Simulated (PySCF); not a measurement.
CH$_{7}$Si$_{2}$ (calculated)

All values are calculated (PySCF 2.14.0). Calculation on a computer-drawn molecule: the log of a Hartree-Fock and frozen-core CCSD(T) single point meant for a local Hartree-Fock minimum, with one planted fault or none, to be diagnosed. Offsets are logged minus clean, where the clean run is the same molecule without the fault. The reference is restricted for singlets and unrestricted otherwise, and also for a bond in bohr or an excited solution. Adding or removing an electron swaps singlet and doublet. The excited solution moves the top pair (singlet) or top alpha electron (doublet) to the lowest empty orbital. Highest occupied and lowest empty are orbital energies over both spins, largest force is the largest gradient component, triples share is (T) over the correlation energy, the T1 limit is 0.02 restricted and 0.045 unrestricted, electrons count all cores, a negative frequency is imaginary (commonest isotopes), and the dipole is about the centre of nuclear charge.

```yaml
- formula: CH7Si2
  logged_structure:
    atoms_angstrom:
      - [Si, -0.6497, 0.856, 3.4284]
      - [C, -1.3019, 0.2678, 1.7811]
      - [Si, -0.5851, -0.9859, 0.5981]
      - [H, -1.6349, 0.575, 4.5009]
      - [H, -0.4111, 2.3195, 3.3933]
      - [H, 0.6219, 0.172, 3.7561]
      - [H, -2.2414, 0.7245, 1.4625]
      - [H, -1.5411, -2.1006, 0.3898]
      - [H, -0.3174, -0.3559, -0.7177]
      - [H, 0.6818, -1.536, 1.1315]
  given:
    meant_charge: 0
    meant_multiplicity: 2
    meant_basis: "cc-pV(D+d)Z"
    logged_electrons: 41
    logged_basis_functions: 95
    logged_SCF_converged: "yes"
    logged_spin_squared: 0.7579
    "logged_highest_occupied [eV]": -2.0108
    "logged_lowest_empty [eV]": -1.6586
    "logged_largest_force [hartree/bohr]": 0.057447
    "logged_dipole_magnitude [debye]": 1.2668
    logged_SCF_stable_within_its_kind: "no"
    "logged_energy_HF [hartree]": -619.52212
    possible_faults: "no fault, one electron removed, one electron added, multiplicity raised by two, geometry at a saddle point, SCF held on an excited solution, minimal basis STO-3G, one bond length entered in bohr, all coordinates scaled"
    drawn_bonds_atom: [1, 2, 1, 1, 1, 2, 3, 3, 3]
    drawn_bonds_other_atom: [2, 3, 4, 5, 6, 7, 8, 9, 10]
    drawn_bonds_order: [1, 1, 1, 1, 1, 1, 1, 1, 1]
  results:
    planted_fault: "SCF held on an excited solution"
    "HF_energy_offset_from_clean_run [kcal/mol]": 160.3
  notes: ["coupled-cluster numbers left out as unreliable"]
```
